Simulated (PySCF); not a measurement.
Spin-state energies of trans-[Fe(OH)2(H2O)4]+

trans-[Fe(OH)2(H2O)4]+: Fe(III) (d5), charge +1. The structure is a PBE0-D3(BJ)/def2-SVP geometry optimised for multiplicity 6; coordination octahedral, point group C1, metal–donor distances 1.79–2.18 Å.

```
17

Fe    0.000    0.000    0.000
O     0.141   -0.074    1.779
H     0.632    0.057    2.593
O     0.284   -0.051   -1.842
H    -0.401   -0.035   -2.519
O     2.139    0.271   -0.291
H     2.091    0.117   -1.255
H     2.898   -0.196    0.077
O    -2.135    0.100   -0.129
H    -2.551    0.841    0.332
H    -2.600   -0.701    0.147
O    -0.206    2.131   -0.093
H     0.274    2.640    0.574
H     0.099    2.438   -0.959
O    -0.374   -2.113   -0.064
H    -0.129   -2.665    0.691
H    -0.097   -2.557   -0.877
```

Method (PySCF 2.14, density fitting): CASSCF(5,5) with orbitals averaged over all microstates of the shell, strongly contracted NEVPT2 on the averaged canonical orbitals; basis x2c-TZVPall on the metal, x2c-SVPall elsewhere; spin-free X2C; gas phase; spin-orbit coupling by state interaction with the mean-field operator over all roots.

The unrestricted Kohn–Sham energies use the same basis, Hamiltonian, solvent and geometry. All energies are vertical, in cm⁻¹ above the lowest state with 2S+1 = 6; a negative value means that the lower spin is more stable. A dash marks a spin without a sound unrestricted solution.

```json
{"method": "CASSCF", "2S+1 = 4": "23297", "2S+1 = 2": "34786"}
{"method": "NEVPT2", "2S+1 = 4": "16177", "2S+1 = 2": "26324"}
{"method": "BP86", "2S+1 = 4": "2088", "2S+1 = 2": "–"}
{"method": "TPSSh", "2S+1 = 4": "4187", "2S+1 = 2": "–"}
{"method": "B3LYP", "2S+1 = 4": "5666", "2S+1 = 2": "–"}
{"method": "PBE0", "2S+1 = 4": "7752", "2S+1 = 2": "–"}
```

Problem. How does exact exchange act on the 2S+1 = 4 state?

Solution. From BP86 (0 % exact exchange) to PBE0 (25 %) it moves by +5665 cm⁻¹ against the high-spin state, so more exact exchange favours high spin, the usual trend.

The functionals differ in more than their exact exchange.

The active space of the d orbitals alone lacks metal–ligand bonding pairs, which usually tilts NEVPT2 towards high spin.

The geometry optimisation stopped short of its thresholds.
